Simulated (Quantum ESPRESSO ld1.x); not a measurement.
All-electron atom: As7+ in [Ar] 3d8. Calculated with ld1.x of Quantum ESPRESSO 7.5: scalar-relativistic Kohn-Sham, LDA (Slater exchange, Perdew-Zunger correlation), spin-unpolarised, spherical densities, point nucleus.

Normalised radial functions P(r) = r R(r), r in bohr:

| r | 2s | 3p |
|---|---|---|
| 0.001521 | 0.1875 | 0.0012 |
| 0.002145 | 0.2564 | 0.0023 |
| 0.00305 | 0.3498 | 0.0044 |
| 0.004303 | 0.4677 | 0.0082 |
| 0.006069 | 0.6140 | 0.0155 |
| 0.008561 | 0.7845 | 0.0289 |
| 0.01217 | 0.9668 | 0.0539 |
| 0.01717 | 1.1139 | 0.0973 |
| 0.02422 | 1.1598 | 0.1700 |
| 0.03444 | 0.9948 | 0.2868 |
| 0.04858 | 0.5148 | 0.4464 |
| 0.06853 | -0.3184 | 0.6278 |
| 0.09666 | -1.3484 | 0.7541 |
| 0.1374 | -2.1748 | 0.6790 |
| 0.1939 | -2.2782 | 0.2610 |
| 0.2735 | -1.6171 | -0.4707 |
| 0.3889 | -0.7081 | -1.1893 |
| 0.5485 | -0.1746 | -1.3936 |
| 0.7737 | -0.0199 | -1.0183 |
| 1.091 | -0.0008 | -0.4591 |
| 1.552 | 0.0000 | -0.1084 |
| 2.189 | 0.0000 | -0.0115 |

2s: eigenvalue -1622.0 eV, 1 radial node at r = 0.0610 bohr, <r> = 0.203 bohr, 90 % of the charge inside 0.314 bohr. 3p: eigenvalue -261.76 eV, 1 radial node at r = 0.222 bohr, <r> = 0.598 bohr, 90 % of the charge inside 0.910 bohr.
